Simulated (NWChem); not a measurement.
CH₇NO₂Si; SMILES CO[Si@H](N)O

```xyz
12

C     -0.0595    -2.2665    -0.0169
O      0.5020    -1.0162     0.3245
Si    -0.0358     0.4293    -0.3326
N      1.1770     1.5459     0.1882
O     -1.5340     0.9463     0.2117
H     -0.1973    -2.3884    -1.1172
H     -1.0516    -2.4224     0.4658
H      0.6197    -3.0724     0.3313
H     -0.2790     0.2231    -1.7990
H      1.1427     2.5178    -0.1252
H      2.1418     1.2146     0.2585
H     -1.5016     1.2538     1.1363
```
Atoms are numbered in this order, from 1.

All runs: NWChem. Pople sets run with spherical d functions. Coordinates come from a PBE-D3(BJ)/def2-SVP optimisation. Not confirmed as a minimum by frequencies. Ions are spin-unrestricted doublets at the neutral geometry; other ion states weren't tried.

Task: Predict the results for PBE/6-31G*. Quantities: vertical ionisation energy, ΔSCF (eV); −ε(HOMO) (eV).

Result: 
- vertical ionisation energy, ΔSCF (eV) = 9.04
- −ε(HOMO) (eV) = 5.76
